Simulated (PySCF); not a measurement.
C3H8AsB.
Atom-mapped SMILES: `[CH2:1]=[C:2]([CH3:3])[BH:4][AsH2:5]` (hydrogens: H6, H7 on C1; H8, H9, H10 on C3; H11 on B4; H12, H13 on As5)

Theory: CAM-B3LYP/def2-SV(P) geometry optimisation, gas phase (PySCF).

**Question.** List the bond lengths, angles and torsions at this level.

**Answer.** 
| bond | length (Å) |
| --- | --- |
| C1=C2 | 1.347 |
| C2–C3 | 1.510 |
| C2–B4 | 1.549 |
| B4–As5 | 2.013 |
| C1–H6 | 1.099 |
| C1–H7 | 1.095 |
| C3–H8, C3–H9, C3–H10 | 1.104 |
| B4–H11 | 1.213 |
| As5–H12, As5–H13 | 1.521 |

Bonds in one row agree within 0.01 Å and their mean is given. A selection of angles:
| angle | degrees |
| --- | --- |
| C2–C1–H6 | 122.2 |
| C2–C1–H7 | 121.3 |
| H6–C1–H7 | 116.5 |
| C1–C2–C3 | 120.8 |
| C1–C2–B4 | 116.9 |
| C3–C2–B4 | 122.2 |
| C2–C3–H8 | 111.2 |
| H8–C3–H9 | 106.4 |
| H8–C3–H10 | 108.0 |
| C2–B4–As5 | 124.5 |
| C2–B4–H11 | 118.8 |
| As5–B4–H11 | 116.3 |
| B4–As5–H12 | 97.4 |
| B4–As5–H13 | 99.4 |
| H12–As5–H13 | 95.8 |

Torsions: C1–C2–B4–As5 -176° (antiperiplanar). The mirror-image conformer, all signs reversed, is as good.

As5 (arsenic bonded to B and 2 H) is pyramidal (angles 99.4°, 97.4° and 95.8°, sum 292.5°, 0.82 Å off the plane of its three neighbours). Of the pairs four or more bonds apart, H6···H10 is among the closest relative to their van der Waals radii: 2.39 Å, 100 % of the sum of Bondi's values. B4 (three-coordinate boron) is planar (angles 124.5°, 118.8° and 116.3°, sum 359.6°, 0.05 Å off the plane of its three neighbours). The C–C distances run from 1.347 Å (C1=C2, drawn double) to 1.510 Å (C2–C3, drawn single), a spread of 0.163 Å.

Whether it is a minimum is left open (no frequencies). One conformer, not necessarily the lowest (C1–C2–B4–As5 -176°, C2–B4–As5–H -141° and -44°).
